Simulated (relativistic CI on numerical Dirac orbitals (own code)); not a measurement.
**Magnetism of Dy⁴⁺, 4f8, in a crystal field**

Calculated by Dirac-Coulomb-Breit CI, KLI orbitals optimised for each configuration, model QED (radiative potential, 1s self-energy scaled to tabulated hydrogen-like ionisation energies), one configuration in a parametric crystal field, unscaled Slater integrals (own radial code). With so little scaling, terms lie 10 to 35 % too far apart, which can change the order of excited levels.

Field parameters in Wybourne normalisation. The field is a parameter set, without covalency.

S is read from ⟨S²⟩ = S(S + 1).

Powder χT (cm³ K mol⁻¹) by Van Vleck's formula, with temperature-independent terms:

| Field | 2 K | 5 K | 10 K | 20 K | 50 K | 100 K | 200 K | 300 K |
| --- | --- | --- | --- | --- | --- | --- | --- | --- |
| D3d, B20 = 2320, B40 = 1140, B43 = 1170, B60 = 1040, B63 = 270, B66 = -1000 cm⁻¹ | 9.9 | 9.97 | 10 | 10.1 | 10.5 | 10.9 | 11.3 | 11.4 |
| D4h, B20 = 800, B40 = 710, B44 = -1570, B60 = -380, B64 = -1320 cm⁻¹ | 6.18 | 7.04 | 7.96 | 8.96 | 10.5 | 11.1 | 11.4 | 11.5 |

(1) For D4h, B20 = 800, B40 = 710, B44 = -1570, B60 = -380, B64 = -1320 cm⁻¹: what effective moment follows at 300 K?

Answers

(1) μ_eff = √(8χT) = 9.59 μB. The LS value g√(J(J + 1)) of the free ion's 7F_6 level is 9.72 μB.
